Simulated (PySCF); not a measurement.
Telling isomers of C8H10NP apart by NMR

- geometry from GFN2-xTB
- GIAO PBE0/pcSseg-1 shieldings
- run in PySCF
- relativity neglected, in vacuum, one averaged value for each set of equivalent atoms, one conformer

Scale: ¹H (σref 31.72), ¹³C (σref 186.93) vs TMS (reference shieldings calculated alike). Splittings of carbon signals by F and P are missing where no couplings were computed. Where no couplings were computed, multiplicities follow the n + 1 count of equivalent neighbours, and m marks all less simple cases (inequivalent or close neighbours, rings, F or P nearby). Shifts are as computed. Against solution values, carbons near 30 ppm lie about +3 ppm off and those near 130 ppm about +5 ppm. Of 1211 compounds with measured shifts, 218 miss one by over three times the rms of a fit or turn the order of signals round; such compounds aren't used in these exercises. OH and NH positions are gas-phase values without hydrogen bonding to other molecules.

(1) Tabulate the signals of `Cc1nccc(C2CC2)p1`, `CN=P12C=CC(C=C1)C=C2`, `NP1Cc2ccccc2C1`, `C=C(C)Pc1ccncc1` and their relative energies.

(2) What is the quickest way to tell CN=P12C=CC(C=C1)C=C2 from C=C(C)Pc1ccncc1?

(3) What is the quickest way to tell CN=P12C=CC(C=C1)C=C2 from NP1Cc2ccccc2C1?

(4) What is the quickest way to tell NP1Cc2ccccc2C1 from C=C(C)Pc1ccncc1?

## Answers

(1) 
```json
{"SMILES": "Cc1nccc(C2CC2)p1", "carbon types": "2×C 3×CH 2×CH2 1×CH3", "δC": "205.0, 204.6, 151.0, 125.1, 34.1, 26.2, 23.7", "δH": "8.81 (m, 1H), 7.34 (m, 1H), 3.06 (m, 3H), 1.96 (m, 1H), 1.46 (m, 2H), 1.10 (m, 2H)", "E rel. (kcal/mol)": "40.3"}
{"SMILES": "CN=P12C=CC(C=C1)C=C2", "carbon types": "7×CH 1×CH3", "δC": "157.9, 145.0, 50.9, 34.1", "δH": "7.56 (m, 3H), 7.12 (m, 3H), 4.50 (m, 1H), 3.37 (m, 3H)", "E rel. (kcal/mol)": "86.5"}
{"SMILES": "NP1Cc2ccccc2C1", "carbon types": "2×C 4×CH 2×CH2", "δC": "146.2, 133.8, 132.0, 45.7", "δH": "7.71 (m, 2H), 7.47 (m, 2H), 3.04 (m, 4H), 1.03 (br s, 2H)", "E rel. (kcal/mol)": "0.0"}
{"SMILES": "C=C(C)Pc1ccncc1", "carbon types": "2×C 4×CH 1×CH2 1×CH3", "δC": "156.3, 155.1, 154.1, 137.5, 130.9, 29.9", "δH": "8.83 (m, 2H), 7.49 (m, 2H), 6.10 (m, 1H), 6.10 (m, 1H), 4.56 (m, 1H), 2.01 (m, 3H)", "E rel. (kcal/mol)": "36.8"}
```

Energies are electronic energies at PBE0/pcSseg-1 on these geometries, without zero-point or thermal terms, each for the one conformer computed, which needn't be the lowest.

(2) Count the carbon signals: 4 against 6. The first has an allylic sp3 CH at 50.9 ppm, the second a substituted aromatic carbon (C) at 156.3 ppm. Their most deshielded carbons lie at 157.9 and 156.3 ppm. In the proton spectra the most deshielded non-exchanging signals are 7.56 (m, 3H) and 8.83 (m, 2H).

(3) Both give the same number of carbon signals, but DEPT or the intensities differ. The first has an allylic sp3 CH at 50.9 ppm, the second a substituted aromatic carbon (C) at 146.2 ppm. Their most deshielded carbons lie at 157.9 and 146.2 ppm.

(4) Count the carbon signals: 4 against 6. The first has an sp3 CH2 bonded to P, on an aromatic ring at 45.7 ppm, the second a terminal =CH2 carbon at 137.5 ppm. Their most deshielded carbons lie at 146.2 and 156.3 ppm. In the proton spectra the most deshielded non-exchanging signals are 7.71 (m, 2H) and 8.83 (m, 2H).
